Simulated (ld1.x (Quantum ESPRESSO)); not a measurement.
**Varying the TM potential for B**

Base potential:

boron (B), norm-conserving Troullier–Martins (Kleinman–Bylander form), made with ld1.x (Quantum ESPRESSO) 7.5 (PBEsol, scalar-relativistic). Core [He], reference 2s2 2p1. Waves: 2s (bound): rc 0.95 bohr; 2p (bound): rc 3.65 bohr. Local part: all-electron potential smoothed inside 0.85 bohr (lloc = -1). Core correction: a·sin(br)/r model core inside 0.55 bohr.

Cutoffs, loose and tight: the cutoffs (Ry, on a coarse ladder) from which the occupation-weighted sum of valence levels, in a spherical-Bessel basis at the reference potential, stays within 10 and 1 mRy of its value at 400 Ry. They do not see the model core or the augmentation charge, which bear on the density cutoff. Test errors are all-electron minus pseudo excitation energies from the reference, over the configurations 2s2 2p0; 2s1 2p0; 2s2 2p0.5; 2s0 2p3; 2s2 2p1.3; 2s1 2p2; 2s1 2p1. A dash means not determined; rows that change the core or the reference have their own tests.

A true bound ghost makes a file unfit for plane-wave use even where its test errors are small: the radial tests pick states by their node count and pass the ghost by.

| change | outcome | cutoff, loose | cutoff, tight | bound ghosts | largest test error (meV) |
| --- | --- | --- | --- | --- | --- |
| base | generated | 70 Ry | 160 Ry | none | +463 |
| all radii but the core radius scaled by about 0.77 (s 0.72, p 2.80 bohr); local potential all-electron potential smoothed inside 0.66 bohr (lloc = -1) | generated | 300 Ry | over 300 Ry | s | +215 |
| all radii but the core radius scaled by about 0.84 (s 0.80, p 3.06 bohr); local potential all-electron potential smoothed inside 0.72 bohr (lloc = -1) | generated | 140 Ry | 180 Ry | none | +272 |
| all radii but the core radius scaled by about 0.92 (s 0.88, p 3.34 bohr); local potential all-electron potential smoothed inside 0.78 bohr (lloc = -1) | generated | 90 Ry | 180 Ry | p | +373 |
| all radii but the core radius scaled by about 1.05 (s 1.00, p 3.84 bohr); local potential all-electron potential smoothed inside 0.90 bohr (lloc = -1) | generated | 55 Ry | 140 Ry | none | +540 |
| all radii but the core radius scaled by about 1.15 (s 1.10, p 4.20 bohr); local potential all-electron potential smoothed inside 0.98 bohr (lloc = -1) | generated | 21 Ry | 70 Ry | none | +729 |
| all radii but the core radius scaled by about 1.24 (s 1.18, p 4.54 bohr); local potential all-electron potential smoothed inside 1.06 bohr (lloc = -1) | generated | 21 Ry | 55 Ry | none | +900 |
| all radii but the core radius scaled by about 1.32 (s 1.26, p 4.82 bohr); local potential all-electron potential smoothed inside 1.12 bohr (lloc = -1) | generated | 21 Ry | 55 Ry | none | +1028 |
| all radii but the core radius scaled by about 1.39 (s 1.32, p 5.08 bohr); local potential all-electron potential smoothed inside 1.18 bohr (lloc = -1) | generated | 21 Ry | 55 Ry | none | +1169 |

Reading the sweep of the scale of all radii but the core radius (base = 1) (base included, trends over the rows without a ghost): The loose cutoff falls from 140 Ry at 0.84 to 21 Ry at 1.39. A larger radius leaves more room for a smooth pseudo-wave, so fewer plane waves are needed; a smaller one forces it to follow the all-electron wave where it bends sharply. The median size of the test errors (rows with all tests solved) rises from 38.6 meV at 0.84 to 141.9 meV at 1.39. More of the atom is replaced by a form fitted at one configuration, so other configurations suffer as the radius grows. Bound ghosts are found at 0.77, 0.92.
